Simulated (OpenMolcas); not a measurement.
Computed transition rates of Nb III

| Property | Result |
| --- | --- |
| Program | OpenMolcas 26.06 |
| Method | MS-RASPT2, IPEA 0.25 Eh, imaginary shift 0.1 Eh (closed shells correlated: 4s) |
| Basis | ANO-RCC-VQZP [8s7p5d3f2g1h] |
| Scalar Hamiltonian | DKH2, point nucleus |
| Active space | 9 electrons in 8 orbitals (RAS1 4p, at most 2 holes; RAS2 4d) |
| State averaging | 2S+1 = 4 even, 10 roots; 2S+1 = 2 even, 40 roots |
| Spin-orbit coupling | RASSI with atomic mean-field integrals over the reference wave functions, term energies averaged over their components |

Rates come from the transition moments of the reference wave functions (E1 and E2 in the length form). At fixed line strength A goes as λ^-3 for E1 and M1 and as λ^-5 for E2, so a rate at the computed wavelength can be rescaled to the measured one. Measured vacuum wavelengths follow from level energies in the list in Shadmi, J. Res. Natl. Bur. Stand. 70A, 435 (1966). Branching counts decays inside the model space alone, at computed energies, and the table is only a selection of the E2 and M1 lines, drawn from those between levels with measured partners whose computed energy lies within a factor of 1.5 of the measured one.

```json
{"Upper": "4d³ ⁴F_5/2", "Lower": "4d³ ⁴F_3/2", "Type": "M1", "λ computed (nm)": "18250", "λ measured (nm)": "19390", "A computed (s-1)": "7.08e-03", "A rescaled (s-1)": "5.90e-03", "Branching %": "100.0"}
{"Upper": "4d³ ⁴F_7/2", "Lower": "4d³ ⁴F_5/2", "Type": "M1", "λ computed (nm)": "14310", "λ measured (nm)": "15130", "A computed (s-1)": "1.48e-02", "A rescaled (s-1)": "1.25e-02", "Branching %": "100.0"}
{"Upper": "4d³ ⁴F_9/2", "Lower": "4d³ ⁴F_7/2", "Type": "M1", "λ computed (nm)": "12460", "λ measured (nm)": "13120", "A computed (s-1)": "1.39e-02", "A rescaled (s-1)": "1.19e-02", "Branching %": "100.0"}
{"Upper": "4d³ ⁴P_5/2", "Lower": "4d³ ⁴P_3/2 [59 %]", "Type": "M1", "λ computed (nm)": "7344", "λ measured (nm)": "10140", "A computed (s-1)": "2.52e-02", "A rescaled (s-1)": "9.57e-03", "Branching %": "42.6"}
{"Upper": "4d³ ²H_9/2", "Lower": "4d³ ²G_9/2", "Type": "M1", "λ computed (nm)": "3210", "λ measured (nm)": "3213", "A computed (s-1)": "7.50e-02", "A rescaled (s-1)": "", "Branching %": "47.7"}
{"Upper": "4d³ ²H_11/2", "Lower": "4d³ ²G_9/2", "Type": "M1", "λ computed (nm)": "2908", "λ measured (nm)": "2891", "A computed (s-1)": "4.93e-02", "A rescaled (s-1)": "", "Branching %": "95.5"}
{"Upper": "4d³ ²H_9/2", "Lower": "4d³ ²G_7/2", "Type": "M1", "λ computed (nm)": "2713", "λ measured (nm)": "2717", "A computed (s-1)": "5.95e-02", "A rescaled (s-1)": "", "Branching %": "37.8"}
{"Upper": "4d³ ⁴P_3/2 [59 %]", "Lower": "4d³ ⁴F_7/2", "Type": "E2", "λ computed (nm)": "1360", "λ measured (nm)": "1346", "A computed (s-1)": "5.12e-03", "A rescaled (s-1)": "5.39e-03", "Branching %": "10.9"}
{"Upper": "4d³ ⁴P_5/2", "Lower": "4d³ ⁴F_9/2", "Type": "E2", "λ computed (nm)": "1264", "λ measured (nm)": "1306", "A computed (s-1)": "1.66e-02", "A rescaled (s-1)": "1.41e-02", "Branching %": "28.2"}
{"Upper": "4d³ ²G_9/2", "Lower": "4d³ ⁴F_9/2", "Type": "M1", "λ computed (nm)": "1260", "λ measured (nm)": "1271", "A computed (s-1)": "2.07e-01", "A rescaled (s-1)": "", "Branching %": "67.4"}
{"Upper": "4d³ ⁴P_3/2 [59 %]", "Lower": "4d³ ⁴F_5/2", "Type": "M1", "λ computed (nm)": "1242", "λ measured (nm)": "1236", "A computed (s-1)": "1.40e-02", "A rescaled (s-1)": "", "Branching %": "29.8"}
{"Upper": "4d³ ⁴P_3/2 [59 %]", "Lower": "4d³ ⁴F_5/2", "Type": "E2", "λ computed (nm)": "1242", "λ measured (nm)": "1236", "A computed (s-1)": "6.23e-03", "A rescaled (s-1)": "6.38e-03", "Branching %": "13.2"}
{"Upper": "4d³ ²G_7/2", "Lower": "4d³ ⁴F_7/2", "Type": "M1", "λ computed (nm)": "1224", "λ measured (nm)": "1241", "A computed (s-1)": "9.26e-02", "A rescaled (s-1)": "", "Branching %": "47.0"}
{"Upper": "4d³ ⁴P_1/2 [69 %]", "Lower": "4d³ ⁴F_5/2", "Type": "E2", "λ computed (nm)": "1217", "λ measured (nm)": "1227", "A computed (s-1)": "7.48e-03", "A rescaled (s-1)": "7.18e-03", "Branching %": "28.1"}
{"Upper": "4d³ ⁴P_3/2 [59 %]", "Lower": "4d³ ⁴F_3/2", "Type": "M1", "λ computed (nm)": "1163", "λ measured (nm)": "1162", "A computed (s-1)": "1.86e-02", "A rescaled (s-1)": "", "Branching %": "39.5"}
{"Upper": "4d³ ⁴P_5/2", "Lower": "4d³ ⁴F_7/2", "Type": "E2", "λ computed (nm)": "1148", "λ measured (nm)": "1188", "A computed (s-1)": "8.67e-03", "A rescaled (s-1)": "7.31e-03", "Branching %": "14.7"}
{"Upper": "4d³ ²G_9/2", "Lower": "4d³ ⁴F_7/2", "Type": "M1", "λ computed (nm)": "1144", "λ measured (nm)": "1159", "A computed (s-1)": "9.82e-02", "A rescaled (s-1)": "", "Branching %": "31.9"}
{"Upper": "4d³ ⁴P_1/2 [69 %]", "Lower": "4d³ ⁴F_3/2", "Type": "E2", "λ computed (nm)": "1141", "λ measured (nm)": "1154", "A computed (s-1)": "1.77e-02", "A rescaled (s-1)": "1.67e-02", "Branching %": "66.3"}
{"Upper": "4d³ ²G_7/2", "Lower": "4d³ ⁴F_5/2", "Type": "M1", "λ computed (nm)": "1128", "λ measured (nm)": "1147", "A computed (s-1)": "1.00e-01", "A rescaled (s-1)": "", "Branching %": "50.9"}
{"Upper": "4d³ ²F_7/2", "Lower": "4d³ ²G_7/2", "Type": "M1", "λ computed (nm)": "884", "λ measured (nm)": "941.2", "A computed (s-1)": "9.22e-02", "A rescaled (s-1)": "", "Branching %": "26.1"}
{"Upper": "4d³ ²F_5/2", "Lower": "4d³ ²G_7/2", "Type": "M1", "λ computed (nm)": "864.6", "λ measured (nm)": "931.2", "A computed (s-1)": "5.61e-02", "A rescaled (s-1)": "", "Branching %": "19.4"}
{"Upper": "4d³ ²F_5/2", "Lower": "4d³ ²G_7/2", "Type": "E2", "λ computed (nm)": "864.6", "λ measured (nm)": "931.2", "A computed (s-1)": "4.94e-02", "A rescaled (s-1)": "3.41e-02", "Branching %": "17.1"}
{"Upper": "4d³ ²D_5/2(1)", "Lower": "4d³ ⁴F_7/2", "Type": "M1", "λ computed (nm)": "793.9", "λ measured (nm)": "839.1", "A computed (s-1)": "4.03e-01", "A rescaled (s-1)": "", "Branching %": "71.2"}
{"Upper": "4d³ ²F_7/2", "Lower": "4d³ ⁴F_9/2", "Type": "M1", "λ computed (nm)": "535.4", "λ measured (nm)": "558", "A computed (s-1)": "9.52e-02", "A rescaled (s-1)": "", "Branching %": "26.9"}
{"Upper": "4d³ ²F_5/2", "Lower": "4d³ ⁴F_3/2", "Type": "M1", "λ computed (nm)": "476.6", "λ measured (nm)": "500.6", "A computed (s-1)": "8.36e-02", "A rescaled (s-1)": "", "Branching %": "28.9"}
```

Spin-changing lines and M1 lines between different terms are not rescaled, since their strength hangs on the term gaps too.

The largest correction is for 4d³ ⁴P_5/2 → 4d³ ⁴P_3/2 [59 %] (M1): 2.52e-02 × (7344 / 10140)^3 = 9.57e-03 s-1, a factor of 0.38.

The computed rate and branching of 4d³ ⁴F_5/2 → 4d³ ⁴F_3/2 give the upper level a radiative lifetime of 1.000 / 7.08e-03 s-1 = 1.41e+02 s, counting decays inside the model space alone. The rescaled rate gives about 1.7e+02 s.

The computed order of these levels differs from the measured one in 1 place, and where term gaps are wrong the rates of spin-changing lines can be off by large factors.

These are rates of the free ion; in crystals, glasses and complexes forced electric-dipole and non-radiative decay shorten such lifetimes by orders of magnitude. No measured rate stands beside these. Rescaling mends the energy factor alone: line strengths can still be far off where a level mixes with configurations outside the active space, and weak or spin-changing lines hang on small mixing coefficients that depend on the term gaps too, so rescaling need not improve them.

CASPT2 does not keep the components of a term degenerate, so their means are used; among the terms shown or strongly mixed into the levels shown the widest spread is 1900 cm-1 (4d³ ⁴F). Active for correlation alone: 4p; no level in the range computed is led by a configuration that opens it, so any true level of that kind is missing. The CASPT2 spread within a term exceeds the gap to the next term for 4d³ ⁴P and 4d³ ²G, 4d³ ²H and 4d³ ²D(1), so the order of their levels is uncertain. Computed and measured levels are paired by configuration, term and J; levels that our copy of the source lacks, or whose pairing is in doubt (as where it misses far off the trend of its configuration), stay unpaired. Only configurations of the active space appear.

A share in square brackets marks a mixed level and gives the weight of the term that names it. A number in round brackets counts repeated terms of one configuration in the order of the reference energies.
